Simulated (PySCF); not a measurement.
Species: BrClGaH.
SMILES with atom numbers: `[Cl:1][GaH:2][Br:3]` (hydrogens: H4 on Ga2)

Jobs on this species (4 atoms, 84 electrons) with PySCF (density fitting). Hardware of each: one thread, Arm Neoverse V1, shared host. The host was shared with other jobs, so the times are rough.

**Question.** Rank these jobs by wall time, shortest first.
A. PBE0-D3(BJ)/def2-SVP, grid level 1; geometry optimisation from a GFN2-xTB start; 87 basis functions
B. B3LYP/def2-SVPD; 10 singlets by full TDDFT, 4 Tamm–Dancoff triplets, polarisability, ΔSCF ions; 114 basis functions
C. PBE0/pcSseg-2; shieldings; 183 basis functions
D. PBE0/pcSseg-1; shieldings, charges and field gradients; 111 basis functions
E. delta-SCF UKS SCAN, pcX-2 on the ionised atom, pcseg-1 elsewhere, spin-free X2C; ΔSCF core ionisation, 2 holes; 119 basis functions

**Answer.** E (3.3 s), D (7.3 s), C (12 s), A (21 s), B (47 s).

All jobs:

```csv
level and settings,work,basis functions,SCF cycles,wall time
"delta-SCF UKS SCAN, pcX-2 on the ionised atom, pcseg-1 elsewhere, spin-free X2C","ΔSCF core ionisation, 2 holes",119,25,3.3 s
PBE0/pcSseg-1,"shieldings, charges and field gradients",111,12,7.3 s
PBE0/pcSseg-2,shieldings,183,11,12 s
"PBE0-D3(BJ)/def2-SVP, grid level 1",geometry optimisation from a GFN2-xTB start,87,40,21 s
B3LYP/def2-SVPD,"10 singlets by full TDDFT, 4 Tamm–Dancoff triplets, polarisability, ΔSCF ions",114,10,47 s
```

**Question.** What do all jobs in the table cost together?

**Answer.** About 91 s; the longest takes about 52 % of that, and about 14 times as long as the shortest.
